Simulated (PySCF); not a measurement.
C₄H₇, doublet (typed; the unrestricted solution is spin-contaminated), at a GFN2-xTB geometry. Base run: HF/STO-3G run with PySCF.

PySCF was given this input:
```python
from pyscf import gto, scf

mol = gto.Mole()
mol.atom = '''
    C    -0.194952    0.156859    1.403666
    C    -0.001194    0.082410    0.043784
    H    -0.293780    1.106309    1.898547
    H    -0.253923   -0.725966    2.013739
    C     0.075906    1.211654   -0.740905
    H     0.227959    1.147651   -1.802926
    H    -0.014872    2.193241   -0.312045
    C     0.110667   -1.267270   -0.613767
    H     0.387261   -2.030937    0.108215
    H    -0.847354   -1.543913   -1.053266
    H     0.852147   -1.248297   -1.408931
'''
mol.basis = 'sto-3g'
mol.charge = 0
mol.spin = 1
mol.verbose = 4
mol.build()

mf = scf.UHF(mol)
mf.kernel()
```

The base run was repeated with changes; each row names its change, and settings that it needs were set with it.

```
change                                           ΔE vs base (µEh)  fitting functions  dipole (D)
-----------------------------------------------  ----------------  -----------------  ----------
base                                                          0.0                  -        0.14
auxbasis = even-tempered beta=1.6                           -1551                329        0.14
auxbasis = def2-universal-jfit                                136                273        0.14
auxbasis = def2-tzvp-ri                                      -354                409        0.14
only_dfj = on; auxbasis = def2-universal-jfit               -1790                273        0.14
auxbasis = def2-svp-ri                                      -3185                290        0.14
auxbasis = default (with mf = mf.density_fit())              -480                426        0.14
auxbasis = def2-universal-jkfit                              -480                426        0.14
auxbasis = cc-pvqz-jkfit                                    -21.0                781        0.14
auxbasis = even-tempered beta=3.0                           -4785                153        0.14
```

A fitting set is made for a task (jfit for Coulomb, jkfit for Coulomb and exchange, ri for correlation) and for a family of orbital bases.

Open shells are given as the SCF converged; they aren't shown to be the lowest states, and a large step between rows can be another state.
